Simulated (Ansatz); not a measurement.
The cluster ZrTe2⁺, relaxed as a doublet with UKS r2SCAN-D4/def2-TZVP in Ansatz, starting from the GFN2-xTB geometry. Force threshold 0.02 eV/Å.

In the def2 sets Te, Zr take a core potential; there is no spin–orbit coupling. The charge 1 doublet is spin-contaminated (final ⟨S²⟩ up to 0.86, 0.75 for a pure state). The relaxation made no stability test and no search for a lower SCF solution. The structure comes from a short search, and lower isomers may exist.

Start:

Cartesian coordinates in Å:
```
Zr -0.320 1.363 -0.473
Te 1.001 -0.070 1.431
Te -0.681 -1.294 -0.958
```

(1) Estimate the energy that the relaxation releases and the steps that it takes.

(2) Does the start keep its bonding and symmetry?

(3) Predict the relaxed structure.

Results:

(1) 36.7 kJ/mol, in 4 steps; 22 s on 4 threads of Arm Neoverse V1 on a shared host. No frequencies were taken in this run, so the end may be a saddle point.

(2) By distances, no bond broke or formed. The bond that changes most is Te2–Te3, from 3.17 to 2.77 Å (atoms count from 1). Point group C2v at the start, C2v at the end, both within 0.05 Å.

(3) 
```xyz
3

Zr   -0.328    1.397   -0.485
Te    0.901   -0.163    1.288
Te   -0.573   -1.234   -0.803
```
Bond lengths: 2 × Te–Zr 2.66 Å; 1 × Te–Te 2.77 Å.
